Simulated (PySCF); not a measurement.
From one molecule to another.

First species: C2H6AlS (charge -1).
SMILES: `[C](=S)([AlH3-])C`

Second species: C₁₁H₈OS.
Structure used (PBE0-D3(BJ)/def2-SVP), in Å, numbered top down from 1:
```xyz
21
C11H8OS angstrom
O      0.370   -2.019    1.245
C      0.343   -0.958    0.651
C     -0.935   -0.459    0.058
C     -1.253    0.900   -0.058
C     -2.483    1.290   -0.584
C     -3.401    0.329   -1.003
C     -3.096   -1.028   -0.877
C     -1.876   -1.419   -0.338
C      1.596   -0.188    0.495
C      2.759   -0.473    1.182
C      3.847    0.345    0.800
C      3.503    1.235   -0.190
S      1.863    1.088   -0.648
H     -0.553    1.662    0.291
H     -2.728    2.352   -0.660
H     -4.362    0.637   -1.422
H     -3.818   -1.783   -1.196
H     -1.623   -2.473   -0.210
H      2.789   -1.266    1.930
H      4.847    0.281    1.229
H      4.140    1.974   -0.677
```

Levels: wB97X-D/def2-SVPD for HOMO energy, LUMO energy, HOMO–LUMO gap, static isotropic polarisability and electronic spatial extent ⟨r²⟩ about the centre of nuclear charge; TDDFT wB97X-D/def2-SVPD for lowest singlet excitation; TDA wB97X-D/def2-SVPD for lowest triplet excitation (Tamm–Dancoff); PBE0-D3(BJ)/def2-SVP for rotational constant A and rotational constant C. Geometries: PBE0-D3(BJ)/def2-SVP. Each species is one conformer at its optimised geometry, gas phase, non-relativistic unless stated; the electronic structure was computed with PySCF and density fitting.

Dipoles, sizes and rotational constants follow the conformer. The torsions of the flexible species, by atom-mapped SMILES:
- `[O:1]=[C:2]([c:3]1[cH:4][cH:5][cH:6][cH:7][cH:8]1)[c:9]1[cH:10][cH:11][cH:12][s:13]1`: O1–C2–C3–C4 148°, O1–C2–C9–C10 -12°

Values for the first species:

```
HOMO energy                                                       : -3.46 eV
LUMO energy                                                       : 3.87 eV
HOMO–LUMO gap                                                     : 7.33 eV
Lowest singlet excitation                                         : 2.09 eV
Lowest triplet excitation (Tamm–Dancoff)                          : 1.61 eV
Static isotropic polarisability                                   : 97.4 au
Electronic spatial extent ⟨r²⟩ about the centre of nuclear charge : 654 bohr²
Rotational constant A                                             : 6.089 GHz
Rotational constant C                                             : 2.010 GHz
```

Task: Estimate the same properties for the second species, and the change in each.

Result: 
```
                                                         property      first      second  second less first
                                                      HOMO energy   -3.46 eV    -8.99 eV           -5.53 eV
                                                      LUMO energy    3.87 eV    -0.44 eV           -4.31 eV
                                                    HOMO–LUMO gap    7.33 eV     8.55 eV           +1.22 eV
                                        lowest singlet excitation    2.09 eV     3.84 eV           +1.75 eV
                         lowest triplet excitation (Tamm–Dancoff)    1.61 eV     3.17 eV           +1.56 eV
                                  static isotropic polarisability    97.4 au    148.5 au           +51.1 au
electronic spatial extent ⟨r²⟩ about the centre of nuclear charge  654 bohr²  2859 bohr²        +2205 bohr²
                                            rotational constant A  6.089 GHz   1.700 GHz         -4.389 GHz
                                            rotational constant C  2.010 GHz   0.375 GHz         -1.635 GHz
```

On the first: The vertical singlet–triplet gap S1 − T1 is 0.48 eV (TDDFT singlet less Tamm–Dancoff triplet; S1: HOMO→LUMO, weight 0.98; T1: HOMO→LUMO, weight 0.97). In wavenumbers S1 is 16900 cm⁻¹ (1 eV = 8065.54 cm⁻¹).

On the second: S1 lies 4.71 eV below the HOMO–LUMO gap. The polarisability is 22.00 Å³ as a volume (1 au = 0.148185 Å³), or 1.52 au for each of the 98 electrons.
